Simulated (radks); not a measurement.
The numbers below are computed, except where a source is named.
Co, 27 electrons, occupied as [Ar] 3d7 4s2. Level of theory: scalar-relativistic Kohn-Sham, r2SCAN, spin-polarised, spherical densities, finite nucleus; open shells are filled with parallel spins first; meta-GGA in the generalised Kohn-Sham scheme; Fermi nuclear charge, rms radius 3.7875 fm (a radial shooting solver on a logarithmic mesh with Libxc functionals). Some entries of the table are withheld. Estimate them.

orbital,occ.,eigenvalue (hartree),r(max) (bohr),<r^2> (bohr^2)
1s down,1,-279.9676,0.03679,0.004249
1s up,1,-279.9672,0.03679,0.004249
2s up,1,-33.41684,0.2129,0.07688
2s down,1,-33.34300,0.2128,0.07664
2p up,3,-28.55596,0.1721,0.06221
2p down,3,-28.49989,0.1720,0.06196
3s up,1,-3.96119,(1),0.6882
3s down,1,-3.80264,(2),0.6934
3p up,3,-2.55707,(3),0.7818
3p down,3,-2.39987,(4),0.7926
3d up,5,-0.36648,0.6681,1.440
3d down,2,-0.22473,0.6771,1.772
4s up,1,-0.21859,2.288,9.247
4s down,1,-0.19858,2.407,10.40

Answer. 
(1) 3s up r(max) (bohr): 0.6676
(2) 3s down r(max) (bohr): 0.6687
(3) 3p up r(max) (bohr): 0.6781
(4) 3p down r(max) (bohr): 0.6799
